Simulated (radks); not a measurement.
Isoelectronic series with 15 electrons, all held in the configuration [Ne] 3s2 3p3, which need not be the ground one along the series. Method: Dirac Kohn-Sham, PBE, spin-unpolarised, spherical densities, point nucleus; open shells are shared between the two j in proportion to 2j + 1; computed with a radial shooting solver on a logarithmic mesh with Libxc functionals. Total energies (hartree) and mean radii <r> (bohr):

ion	E (hartree)	3p3/2	3p1/2	3s1/2
P	-341.90278	2.376	2.366	1.896
Cl2+	-459.98971	1.604	1.598	1.442
K4+	-596.71833	1.244	1.238	1.170
Sc6+	-752.11296	1.023	1.018	0.9870
V8+	-926.24228	0.8720	0.8670	0.8550
Mn10+	-1119.19872	0.7610	0.7559	0.7546
Co12+	-1331.09231	0.6757	0.6705	0.6755
Cu14+	-1562.04837	0.6079	0.6025	0.6115
Ga16+	-1812.20676	0.5526	0.5470	0.5585
As18+	-2081.72166	0.5066	0.5008	0.5138
Br20+	-2370.76183	0.4677	0.4617	0.4757
Rb22+	-2679.51099	0.4344	0.4282	0.4426
Nb26+	-3356.94945	0.3801	0.3734	0.3883
Tc28+	-3726.08671	0.3578	0.3508	0.3657
Rh30+	-4115.83056	0.3379	0.3307	0.3454
Ag32+	-4526.45038	0.3200	0.3126	0.3272
In34+	-4958.23569	0.3039	0.2962	0.3106
Sb36+	-5411.49741	0.2894	0.2814	0.2955
I38+	-5886.56928	0.2761	0.2678	0.2817
Cs40+	-6383.8095	0.2639	0.2554	0.2691
La42+	-6903.6026	0.2528	0.2440	0.2574
Pr44+	-7446.3613	0.2425	0.2334	0.2465
